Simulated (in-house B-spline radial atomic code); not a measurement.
Values are calculated unless marked as measured or tabulated.
# B in an electron gas of r_s = 2.07: phase shifts, screening, friction and resistivity

A nucleus sits in a uniform electron gas with a rigid positive background. The Kohn-Sham equations are solved self-consistently in the spin-unpolarised LDA (PW92), non-relativistic, on B-splines with outgoing waves at the boundary and partial waves to l = 8. The model has no lattice, no bands and no magnetic solution. Atomic units; δ_l are the phase shifts at the Fermi level, counted so that each bound state adds π, and good to about 0.0005.

The density parameter is r_s = 2.07 bohr, near that of the valence electrons of Al (3 per atom, density 2.7 g/cm³, mass 26.98 u, which gives r_s = 2.07).

```json
{"l": "0", "δ_l (rad)": "3.8210"}
{"l": "1", "δ_l (rad)": "1.1974"}
{"l": "2", "δ_l (rad)": "0.0654"}
{"l": "3", "δ_l (rad)": "0.0124"}
{"l": "4", "δ_l (rad)": "0.0026"}
{"l": "5", "δ_l (rad)": "0.0005"}
{"l": "6", "δ_l (rad)": "0.0002"}
{"l": "7", "δ_l (rad)": "0.0001"}
{"l": "8", "δ_l (rad)": "0.0001"}
```

Bound levels below the band bottom (hartree): s -5.893, s -0.004035.

Problem. Check the Friedel sum rule, and say where the screening charge sits.

Solution. k_F = (9π/4)^(1/3)/r_s = 0.92713. The rule is Z = (2/π) Σ (2l + 1) δ_l. The terms are s 2.433, p 2.287, d 0.208, f 0.055 and 0.022 beyond, in all 5.005 against Z = 5. Bound states hold 4 s, 0 p, 0 d electrons, so the scattering states carry 1.00 in all; where a term is smaller than its bound count, the bound level has drawn weight out of the band.

Problem. Find the transport cross section and the electronic stopping of a 10 keV B ion (mass 10.81 u).

Solution. σ_tr = (4π/k_F²) Σ (l + 1) sin²(δ_l − δ_(l+1)). The terms for l = 0 to 3 are 0.2452, 1.6390, 0.0084, 0.0004, all together 1.8930, so σ_tr = 14.619 × 1.8930 = 27.674 bohr². With n = 3/(4π r_s³) = 0.02692, the friction coefficient is Q = n k_F σ_tr = 0.6906. For v well below v_F = 0.927, dE/dx = Q v; with 24801 eV per u at v = 1, v = √(10000/(24801 × 10.81)) = 0.1931, so dE/dx = 0.13337 hartree/bohr = 68.6 eV/nm. The largest term couples the p and d waves.

Problem. What residual resistivity would 1 atomic per cent of such centres give in Al?

Solution. Δρ = k_F n_i σ_tr/n in atomic units of 21.74 μΩ·cm. With one host atom per 3 electrons, n_i/n = 0.01/3, so Δρ = 0.9271 × 0.00333 × 27.674 × 21.74 = 1.86 μΩ·cm. This is an atom added to the gas, as on an interstitial site.

Problem. On a substitutional site the background of one host ion, a sphere holding 3 charges, is taken out. The phase shifts for l = 0 to 4 become 3.5009, 0.3787, -0.1805, -0.0604, -0.0143. What follows?

Solution. The Friedel sum is now 2.00, for Z − 3 = 2. The sum in σ_tr is 0.6155, so σ_tr = 9.00 bohr² and Δρ = 0.60 μΩ·cm per atomic per cent, 0.33 times the value above. A real host ion scatters too, so this model doesn't give zero even for the host's own atom.
